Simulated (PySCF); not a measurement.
# Excitation energy of Xe⁺ by level of theory

Xe⁺ [Kr] 4d10 5s2 5p5 (2P) → Xe⁺ [Kr] 4d10 5s2 5p4 5d1 (high-spin determinant), as a difference of total energies. All numbers are calculated (PySCF 2.14, a scalar-relativistic core potential, in aug-cc-pVTZ-PP with one added diffuse shell each of d, f type with ECP28MDF (6s5p5d3f, 67 functions)). Correlated levels: valence: 4s2 4p6 4d10 frozen. The calculations carry no spin-orbit coupling.

```json
{"method": "UHF", "excitation energy (eV)": "11.227"}
{"method": "LDA", "excitation energy (eV)": "11.889"}
{"method": "PBE", "excitation energy (eV)": "11.524"}
{"method": "PBE0", "excitation energy (eV)": "11.633"}
{"method": "r2SCAN", "excitation energy (eV)": "11.751"}
{"method": "PW91", "excitation energy (eV)": "11.571"}
{"method": "M06", "excitation energy (eV)": "11.554"}
{"method": "B97-3", "excitation energy (eV)": "11.815"}
{"method": "PBEsol", "excitation energy (eV)": "11.614"}
{"method": "MP2 (valence)", "excitation energy (eV)": "11.744"}
{"method": "SCS-MP2 (valence)", "excitation energy (eV)": "11.835"}
```

How much does correlation contribute at MP2 (valence)?

11.744 − (11.227) = 0.517 eV, measured against UHF.

The promoted electron is Rydberg-like, and one or two diffuse shells describe it only roughly, which tends to raise the upper state.

The determinant of the upper state mixes LS terms, which raises its energy above the lowest term, most at the Hartree-Fock and MP2 levels.
